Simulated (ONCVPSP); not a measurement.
# Pseudopotential generation for germanium: ONCV, LDA (Perdew-Wang 92), scalar-relativistic.

germanium, optimised norm-conserving Vanderbilt (ONCV), made with ONCVPSP 4.0.1 (LDA (Perdew-Wang 92), scalar-relativistic). Core [Ar], reference 3d10 4s2 4p1 (charge +1). Waves: 4s: rc 1.25 bohr, ncon 5, nbas 9, qcut 4.4 1/bohr, 2 projectors, debl 1.7 Ha; 4p: rc 1.95 bohr, ncon 4, nbas 8, qcut 3.6 1/bohr, 2 projectors, debl 3.3 Ha; 3d: rc 1.05 bohr, ncon 4, nbas 9, qcut 14.9 1/bohr, 2 projectors, debl 1.5 Ha. Local part: polynomial inside 0.85 bohr (lpopt 4, dvloc0 4 Ha). Core correction: Teter function, fcfact 2.5, rcfact 1.05.

(1) Does the generator finish with these settings?

## Answers

(1) No. ONCVPSP 4.0.1 stopped with "optimize: ERROR ps0norm > uunorm, code will stop": the continuity conditions at rc already need more norm inside rc than the all-electron wave has, so norm conservation cannot be met. It happened in the s channel.
